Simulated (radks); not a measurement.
The mean radii <r> (bohr) of the occupied orbitals of an atom or ion are listed with their occupations. All-electron calculation, scalar-relativistic Kohn-Sham, PBE, spin-polarised, spherical densities, finite nucleus; Fermi nuclear charge, rms radius of each element as measured or else 0.836 A^(1/3) + 0.57 fm. Program: a radial shooting solver on a logarithmic mesh with Libxc functionals.

orbital  occ.      <r>
1s up       1  0.06091
1s down     1  0.06089
2s up       1   0.2780
2s down     1   0.2777
2p up       3   0.2454
2p down     3   0.2453
3s up       1   0.7528
3s down     1   0.7568
3p up       3   0.7571

Name the element and its charge. Open shells, if any, are filled with parallel spins first.

Answer. Z = 25, manganese, charge +10: Mn10+ in [Ne] 3s2 3p3. The 1s radius gives Z: for a bare nucleus <r> = (2 gamma + 1)/(2Z) with gamma = sqrt(1 - (Z/c)^2), 0.05933 bohr for Z = 25, and screening makes it slightly larger (0.06091 here). The occupations add up to 15, and the charge is Z minus that.
